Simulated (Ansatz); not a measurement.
Stepwise reaction of `NB(N)O` with water, as a gas-phase model of exchange steps in deposition or etching. ΔE in kJ/mol.

Calculated with Ansatz (gas phase, PBE0-D4/def2-TZVP geometries, no zero-point term in ΔE). CBS: MP2 limit from def2 TZ/QZ plus the TZ coupled-cluster correction, frozen cores. This one scheme is used for every species. Functionals use def2-TZVPP. B3LYP here is the variant with VWN-RPA as its local correlation; programs differ in this. Each species was taken in one conformer, which may not be the lowest.

| step | reaction | PBE-D4 | B3LYP-D4 | ωB97M-V | CCSD(T)/CBS |
| --- | --- | --- | --- | --- | --- |
| 1 | `NB(N)O` + H₂O → `NB(O)O` + NH₃ | -36.3 | -37.9 | -38.1 | -35.0 |

**Question.** Give the row of step 2, `NB(O)O` + H₂O → `OB(O)O` + NH₃. (An estimate is asked.)

**Answer.** Ansatz gave: 
```json
{"step": "2", "reaction": "`NB(O)O` + H₂O → `OB(O)O` + NH₃", "PBE-D4": "-35.5", "B3LYP-D4": "-37.3", "ωB97M-V": "-37.7", "CCSD(T)/CBS": "-34.8"}
```

**Question.** By hand: ΔE of the 2 steps together at CCSD(T)/CBS.

**Answer.** (-35.0) + (-34.8) = -69.8 kJ/mol, or -34.9 kJ/mol a step.

In ΔE the steps differ by no more than 0.2 kJ/mol. All are downhill at CCSD(T)/CBS. PBE-D4 differs from CCSD(T)/CBS by -1.3 to -0.7 kJ/mol a step. Isolated molecules leave out the surface, adducts and barriers. Largest T1 diagnostic: 0.012.
